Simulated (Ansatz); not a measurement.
`C[SeH]` + PH₃ → `P[SeH]` + CH₄ at 700 K and 1 bar (ligand exchange at the Se–C bond).

Gas-phase electronic energies from Ansatz, PBE0-D4/def2-TZVP geometries. CCSD(T)/CBS is the MP2 limit (def2-TZVPP, def2-QZVPP) plus CCSD(T) − MP2 in def2-TZVPP, frozen cores. This one scheme is used for every species. For Se outer-core shells are correlated without core-valence functions, which leaves a few kJ/mol of doubt a bond. Scalar relativity is left out up to krypton.

```csv
species,CCSD(T)/CBS energy (Eh),H − E (kJ/mol),S (J/(mol·K))
`C[SeH]`,-2441.15625,157.6,325.3
PH₃,-342.72256,91.5,248.3
`P[SeH]`,-2743.44381,108.6,338.4
CH₄,-40.46206,145.9,224.0
```

H − E and S are ideal-gas, rigid-rotor, harmonic terms from PBE0-D4/def2-TZVP. 1 Eh = 2625.50 kJ/mol, R = 8.31446 J/(mol·K).

**Question.** By hand: ΔE, ΔH, ΔS and ΔG.

**Answer.** ΔE = (-2743.44381) + (-40.46206) − (-2441.15625) − (-342.72256) = -0.02706 Eh = -71.0 kJ/mol. Δ(H − E) = 108.6 + 145.9 − 157.6 − 91.5 = 5.4, so ΔH = -65.6 kJ/mol. ΔS = 338.4 + 224.0 − 325.3 − 248.3 = -11.2 J/(mol·K). ΔG = -65.6 − 700 × (-11.2)/1000 = -57.8 kJ/mol.

**Question.** By hand: the equilibrium constant, and the temperature at which ΔG would vanish if ΔH and ΔS stayed fixed.

**Answer.** log₁₀ K = −ΔG/(RT ln 10) = 4.3. ΔG = 0 at ΔH/ΔS = 5857 K, far beyond where these terms or the molecules hold.

The number of gas molecules stays the same, so ΔS is small and ΔH decides. A doubt of 5 kJ/mol in ΔE shifts log₁₀ K by 0.4 here. These are equilibria of isolated gas molecules and say nothing of rates. Largest T1 diagnostic: 0.013 (customary marks: 0.02 for closed shells, 0.045 for open ones).
